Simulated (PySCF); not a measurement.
PySCF input for Ti(I)2(NH2)2 (H4I2N2Ti), SMILES [I][Ti]([I])([NH2])[NH2], multiplicity 1, TDDFT-PBE/def2-SVPD. Coordinates come from a B3LYP-D3(BJ)/def2-SVP optimisation. The multiplicity is an assumed one; other spin states were not compared. The def2 effective core potentials stand for the cores of I; spin–orbit coupling is left out. Other conformers were not sampled.

```python
import numpy as np
from pyscf import gto, scf, dft, tdscf

mol = gto.M(
    atom='''
    Ti    0.00248019   -0.89970030   -0.00000000
    I    -0.00638264    0.53935782   -2.16898303
    I    -0.00638264    0.53935783    2.16898303
    N    -1.43721101   -2.04837850    0.00000000
    H    -1.93163982   -2.34502927   -0.84181585
    H    -1.93163982   -2.34502927    0.84181586
    N     1.50751967   -1.97017616    0.00000000
    H     2.44778500   -1.57138261   -0.00000000
    H     1.54532973   -2.98719908    0.00000000
    ''',
    basis='def2-SVPD',
    ecp={'I': 'def2-svp'},
    charge=0,
    spin=0,
    symmetry=True,
    max_memory=1600,
    verbose=4,
)
mf = dft.RKS(mol, xc='pbe').density_fit(auxbasis='def2-universal-jkfit')
mf.grids.level = 3
mf.conv_tol = 1e-9
mf.max_cycle = 100
mf.kernel()
mf.grids = dft.Grids(mol).set(level=1).build(with_non0tab=True)  # coarser grid for the response kernel
td = tdscf.TDDFT(mf)
td.singlet = True
td.nstates = 10
td.conv_tol = 1e-4
td.positive_eig_threshold = 1e-6
td.kernel(x0=td.get_init_guess(mf, 15))
td.analyze()
tt = tdscf.TDA(mf)
tt.singlet = False
tt.nstates = 4
tt.conv_tol = 1e-4
tt.positive_eig_threshold = 1e-6
tt.kernel(x0=tt.get_init_guess(mf, 9))
tt.analyze(verbose=3)
```

It prints:

```
PySCF version 2.14.0

[INPUT] verbose = 4
[INPUT] num. atoms = 9
[INPUT] num. electrons = 90
[INPUT] charge = 0
[INPUT] spin (= nelec alpha-beta = 2S) = 0
[INPUT] symmetry True subgroup None
[INPUT] Mole.unit = angstrom
[INPUT] Symbol           X                Y                Z      unit          X                Y                Z       unit  Magmom
[INPUT]  1 Ti     0.002480190000  -0.899700300000   0.000000000000 AA    0.004686879837  -1.700187161189   0.000000000000 Bohr   0.0
[INPUT]  2 I     -0.006382640000   0.539357820000  -2.168983030000 AA   -0.012061441552   1.019238562942  -4.098783895529 Bohr   0.0
[INPUT]  3 I     -0.006382640000   0.539357830000   2.168983030000 AA   -0.012061441552   1.019238581840   4.098783895529 Bohr   0.0
[INPUT]  4 N     -1.437211010000  -2.048378500000   0.000000000000 AA   -2.715935192110  -3.870874364447   0.000000000000 Bohr   0.0
[INPUT]  5 H     -1.931639820000  -2.345029270000  -0.841815850000 AA   -3.650270231104  -4.431463074389  -1.590801403818 Bohr   0.0
[INPUT]  6 H     -1.931639820000  -2.345029270000   0.841815860000 AA   -3.650270231104  -4.431463074389   1.590801422715 Bohr   0.0
[INPUT]  7 N      1.507519670000  -1.970176160000   0.000000000000 AA    2.848799303695  -3.723093359547   0.000000000000 Bohr   0.0
[INPUT]  8 H      2.447785000000  -1.571382610000   0.000000000000 AA    4.625643261818  -2.969482769804   0.000000000000 Bohr   0.0
[INPUT]  9 H      1.545329730000  -2.987199080000   0.000000000000 AA    2.920249961848  -5.644988140753   0.000000000000 Bohr   0.0

nuclear repulsion = 562.08214637858
point group symmetry = Cs
symmetry origin: [6.47166503e-10 0.00000000e+00 1.29433295e-10]
symmetry axis x: [1.00000000e+00 2.54425457e-10 4.25584725e-11]
symmetry axis y: [ 2.54425457e-10 -1.00000000e+00  3.02298868e-09]
symmetry axis z: [-4.25584733e-11  3.02298877e-09  1.00000000e+00]
num. orbitals of irrep A' = 106
num. orbitals of irrep A" = 70
number of shells = 70
number of NR pGTOs = 316
number of NR cGTOs = 176
basis = def2-SVPD
ecp = {'I': 'def2-svp'}


******** <class 'pyscf.df.df_jk.DFSymAdaptedRKS'> ********
method = DFSymAdaptedRKS
initial guess = minao
damping factor = 0
level_shift factor = 0
DIIS = <class 'pyscf.scf.diis.CDIIS'>
diis_start_cycle = 1
diis_space = 8
diis_damp = 0
SCF conv_tol = 1e-09
SCF conv_tol_grad = None
SCF max_cycles = 100
direct_scf = False
XC library pyscf.dft.libxc version 7.1.2
    S. Lehtola, C. Steigemann, M. J. T. Oliveira, and M. A. L. Marques,  SoftwareX 7, 1–5 (2018)
XC functionals = pbe
    J. P. Perdew, K. Burke, and M. Ernzerhof,  Phys. Rev. Lett. 77, 3865 (1996)
    J. P. Perdew, K. Burke, and M. Ernzerhof,  Phys. Rev. Lett. 78, 1396 (1997)
    J. P. Perdew, K. Burke, and M. Ernzerhof,  Phys. Rev. Lett. 77, 3865 (1996)
    J. P. Perdew, K. Burke, and M. Ernzerhof,  Phys. Rev. Lett. 78, 1396 (1997)
radial grids:
    Treutler-Ahlrichs [JCP 102, 346 (1995); DOI:10.1063/1.469408] (M4) radial grids

becke partition: Becke, JCP 88, 2547 (1988); DOI:10.1063/1.454033
pruning grids: <function nwchem_prune>
grids dens level: 3
symmetrized grids: True
atomic radii adjust function: <function treutler_atomic_radii_adjust>
small_rho_cutoff = 0
Freeze 0 electrons in irreps []
    90 free electrons in irreps A' A"
Set gradient conv threshold to 3.16228e-05
Initial guess from minao.
tot grids = 131856
init E= -1493.74858096613
HOMO (A') = -0.914501596110027  LUMO (A") = -0.886157717194035  gap/eV = 0.77128
cycle= 1 E= -1550.08339897066  delta_E= -56.3  |g|= 5.54  |ddm|= 15.3
HOMO (A') = -0.0837746185684217  LUMO (A') = -0.0534991253571241  gap/eV = 0.82384
cycle= 2 E= -1510.98180921613  delta_E= 39.1  |g|=  9.1  |ddm|= 53.2
HOMO (A') = -0.113103705138349  LUMO (A') = -0.1049879762756  gap/eV = 0.22084
cycle= 3 E= -1535.12124016421  delta_E= -24.1  |g|= 5.63  |ddm|= 46.6
HOMO (A') = -0.354229367139882  LUMO (A") = -0.349327871789757  gap/eV = 0.13338
cycle= 4 E= -1537.03784813662  delta_E= -1.92  |g|= 8.21  |ddm|= 20.3
HOMO (A") = -0.33193807423989  LUMO (A') = -0.112424687178831  gap/eV = 5.97326
cycle= 5 E= -1554.84884993078  delta_E= -17.8  |g|= 2.27  |ddm|=  7.7
HOMO (A') = -0.171837489426675  LUMO (A") = -0.150059556774075  gap/eV = 0.59261
cycle= 6 E= -1536.58526510362  delta_E= 18.3  |g|= 7.86  |ddm|= 8.05
HOMO (A') = -0.188032782262035  LUMO (A") = -0.175663474175558  gap/eV = 0.33659
cycle= 7 E= -1543.31223375553  delta_E= -6.73  |g|= 7.43  |ddm|= 2.56
HOMO (A') = -0.200351347375605  LUMO (A") = -0.182782002356664  gap/eV = 0.47809
cycle= 8 E= -1539.03812500718  delta_E= 4.27  |g|=  7.9  |ddm|= 1.22
HOMO (A') = -0.193602470702145  LUMO (A") = -0.180392326899263  gap/eV = 0.35947
cycle= 9 E= -1541.78276361124  delta_E= -2.74  |g|= 7.74  |ddm|= 1.06
HOMO (A') = -0.212409175749216  LUMO (A") = -0.192543218361376  gap/eV = 0.54058
cycle= 10 E= -1538.00834242705  delta_E= 3.77  |g|= 7.94  |ddm|= 1.34
HOMO (A") = -0.240791995905896  LUMO (A") = -0.225631102399538  gap/eV = 0.41255
cycle= 11 E= -1553.14186364484  delta_E= -15.1  |g|= 4.32  |ddm|= 4.29
HOMO (A") = -0.203581516041488  LUMO (A") = -0.165131699974214  gap/eV = 1.04627
cycle= 12 E= -1553.88609954102  delta_E= -0.744  |g|= 3.68  |ddm|= 2.23
HOMO (A") = -0.194114795402569  LUMO (A") = -0.128619849909448  gap/eV = 1.78221
cycle= 13 E= -1556.10734560468  delta_E= -2.22  |g|= 1.26  |ddm|= 1.44
HOMO (A") = -0.244099255336818  LUMO (A") = -0.0914571786032887  gap/eV = 4.15360
cycle= 14 E= -1556.11482566404  delta_E= -0.00748  |g|= 1.06  |ddm|= 1.85
HOMO (A") = -0.229823702695867  LUMO (A") = -0.162686279795114  gap/eV = 1.82690
cycle= 15 E= -1556.34082419176  delta_E= -0.226  |g|= 0.625  |ddm|= 1.44
HOMO (A") = -0.22438578465623  LUMO (A") = -0.134423868583809  gap/eV = 2.44799
cycle= 16 E= -1556.43406003646  delta_E= -0.0932  |g|= 0.0859  |ddm|= 0.484
HOMO (A") = -0.222684342337669  LUMO (A") = -0.128385474666555  gap/eV = 2.56600
cycle= 17 E= -1556.43491403423  delta_E= -0.000854  |g|= 0.0583  |ddm|= 0.12
HOMO (A") = -0.222608585681312  LUMO (A") = -0.130732045614479  gap/eV = 2.50009
cycle= 18 E= -1556.43573057854  delta_E= -0.000817  |g|= 0.0171  |ddm|= 0.0651
HOMO (A") = -0.223619991072533  LUMO (A") = -0.131418721497543  gap/eV = 2.50892
cycle= 19 E= -1556.4358071848  delta_E= -7.66e-05  |g|= 0.00266  |ddm|= 0.0222
HOMO (A") = -0.223684278573157  LUMO (A") = -0.131367069324256  gap/eV = 2.51208
cycle= 20 E= -1556.43580902833  delta_E= -1.84e-06  |g|= 0.000625  |ddm|= 0.00303
HOMO (A") = -0.223669998657902  LUMO (A") = -0.131369870795051  gap/eV = 2.51161
cycle= 21 E= -1556.43580912609  delta_E= -9.78e-08  |g|= 0.00034  |ddm|= 0.00117
HOMO (A") = -0.223676731300798  LUMO (A") = -0.131351262559964  gap/eV = 2.51230
cycle= 22 E= -1556.43580915425  delta_E= -2.82e-08  |g|= 6.65e-05  |ddm|= 0.00038
HOMO (A") = -0.223674137342364  LUMO (A") = -0.131351660696414  gap/eV = 2.51222
cycle= 23 E= -1556.43580915538  delta_E= -1.12e-09  |g|= 1.96e-05  |ddm|= 7.37e-05
HOMO (A") = -0.223673984506409  LUMO (A") = -0.131352649502343  gap/eV = 2.51219
cycle= 24 E= -1556.4358091555  delta_E= -1.23e-10  |g|= 8.5e-07  |ddm|= 2.33e-05
HOMO (A") = -0.223674156514567  LUMO (A") = -0.131352802152261  gap/eV = 2.51219
Extra cycle  E= -1556.4358091555  delta_E= -4.55e-13  |g|= 1.56e-06  |ddm|= 3.62e-06
converged SCF energy = -1556.4358091555
tot grids = 43632
Overwritten attributes  positive_eig_threshold  of <class 'pyscf.tdscf.rks.CasidaTDDFT'>


******** <class 'pyscf.tdscf.rks.CasidaTDDFT'> for <class 'pyscf.df.df_jk.DFSymAdaptedRKS'> ********
nstates = 10 singlet
deg_eia_thresh = 1.000e-03
wfnsym = None
conv_tol = 0.0001
eigh lindep = 1e-12
eigh level_shift = 0
eigh max_cycle = 100


Excitation energies (eV)
[2.55795496 2.84802505 3.02180738 3.05191637 3.21416688 3.21595591
 3.35474966 3.59114781 3.59722593 3.73404821]

** Singlet excitation energies and oscillator strengths **
Excited State   1:   A'      2.55795 eV    484.70 nm  f=0.0012
      45 -> 46       -0.70487
Excited State   2:   A"      2.84803 eV    435.33 nm  f=0.0098
      43 -> 46       -0.23790
      44 -> 47       -0.17952
      45 -> 47        0.63811
Excited State   3:   A'      3.02181 eV    410.30 nm  f=0.0057
      42 -> 47       -0.14781
      44 -> 46        0.67525
Excited State   4:   A"      3.05192 eV    406.25 nm  f=0.0045
      43 -> 46       -0.56120
      44 -> 47        0.41691
Excited State   5:   A"      3.21417 eV    385.74 nm  f=0.0274
      42 -> 46       -0.39889
      43 -> 46        0.28262
      44 -> 47        0.44412
      45 -> 47        0.20351
Excited State   6:   A'      3.21596 eV    385.53 nm  f=0.0009
      43 -> 47        0.70006
Excited State   7:   A"      3.35475 eV    369.58 nm  f=0.0269
      42 -> 46       -0.57800
      43 -> 46       -0.17674
      44 -> 47       -0.28172
      44 -> 49       -0.10257
      45 -> 47       -0.15069
Excited State   8:   A'      3.59115 eV    345.25 nm  f=0.0018
      40 -> 46        0.15709
      42 -> 47       -0.42004
      44 -> 48        0.10358
      45 -> 48        0.52406
Excited State   9:   A"      3.59723 eV    344.67 nm  f=0.0002
      45 -> 49       -0.70345
Excited State  10:   A'      3.73405 eV    332.04 nm  f=0.0126
      39 -> 46       -0.22844
      40 -> 46        0.23727
      42 -> 47       -0.44034
      44 -> 48       -0.15899
      45 -> 48       -0.37118

** Transition electric dipole moments (AU) **
state          X           Y           Z        Dip. S.      Osc.
  1        -0.0719      0.1211      0.0000      0.0198      0.0012
  2         0.0000     -0.0000     -0.3742      0.1400      0.0098
  3         0.0276      0.2750      0.0000      0.0764      0.0057
  4        -0.0000      0.0000      0.2457      0.0604      0.0045
  5         0.0000     -0.0000     -0.5896      0.3476      0.0274
  6         0.0888      0.0604      0.0000      0.0115      0.0009
  7        -0.0000      0.0000      0.5720      0.3272      0.0269
  8        -0.1432      0.0229      0.0000      0.0210      0.0018
  9         0.0000     -0.0000     -0.0520      0.0027      0.0002
 10        -0.0153     -0.3704     -0.0000      0.1375      0.0126

WARN: ECP detected. Skipping calculation of transition velocity and magnetic dipole moments, which have not yet been implemented.

Overwritten attributes  positive_eig_threshold  of <class 'pyscf.tdscf.rks.TDA'>


******** <class 'pyscf.tdscf.rks.TDA'> for <class 'pyscf.df.df_jk.DFSymAdaptedRKS'> ********
nstates = 4 triplet
deg_eia_thresh = 1.000e-03
wfnsym = None
conv_tol = 0.0001
eigh lindep = 1e-12
eigh level_shift = 0
eigh max_cycle = 100


Excitation energies (eV)
[2.46987838 2.63193976 2.71230674 2.86321219]

** Triplet excitation energies and oscillator strengths **
Excited State   1:   A'      2.46988 eV    501.99 nm  f=0.0000
Excited State   2:   A"      2.63194 eV    471.08 nm  f=0.0000
Excited State   3:   A'      2.71231 eV    457.12 nm  f=0.0000
Excited State   4:   A"      2.86321 eV    433.02 nm  f=0.0000
```

The run converged.
